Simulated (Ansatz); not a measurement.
Reaction (ligand exchange at a B–O bond): `COB(O)F` + `CNC` → `CN(C)B(O)F` + CH₃OH

Gas-phase electronic energies from Ansatz, PBE0-D4/def2-TZVP geometries. CCSD(T)/CBS adds triple-zeta CCSD(T) − MP2 to the extrapolated MP2 energy (def2 sets, frozen cores). This one scheme is used for every species. DFT in def2-TZVPP. B3LYP here is the variant with VWN-RPA as its local correlation; programs differ in this. Each species was taken in one conformer, which may not be the lowest.

(1) Is it downhill or uphill in electronic energy at CCSD(T)/CBS, and by how much? (An estimate is asked.)

(2) What do these levels give: revPBE-D4, r2SCANh-D4, r2SCAN, B3LYP, r2SCAN0, CCSD/def2-SVP? (Estimate.)

Largest T1 diagnostic among the species: 0.012.

Results:

(1) Computed: Uphill: ΔE = +6.1 kcal/mol.

(2) The calculation gave: revPBE-D4 5.3, r2SCANh-D4 6.6, r2SCAN 6.7, B3LYP 7.6, r2SCAN0 6.9, CCSD/def2-SVP 8.5 kcal/mol.

In def2-TZVPP, CCSD(T) changes the Hartree–Fock value by −3.5 kcal/mol (the triples alone add −0.4 kcal/mol) and MP2 by −3.8 kcal/mol. At CCSD(T), def2-SVP lies +2.2 kcal/mol from the extrapolated value and def2-TZVPP +0.3 kcal/mol. Leaving LDA and LC-ωPBE aside and taking each functional with its dispersion term where it has one, the values, not all of them listed here, spread over 2.1 kcal/mol, from revPBE-D4 to B97M-V. LDA lies −1.4 kcal/mol from PBE without D4.
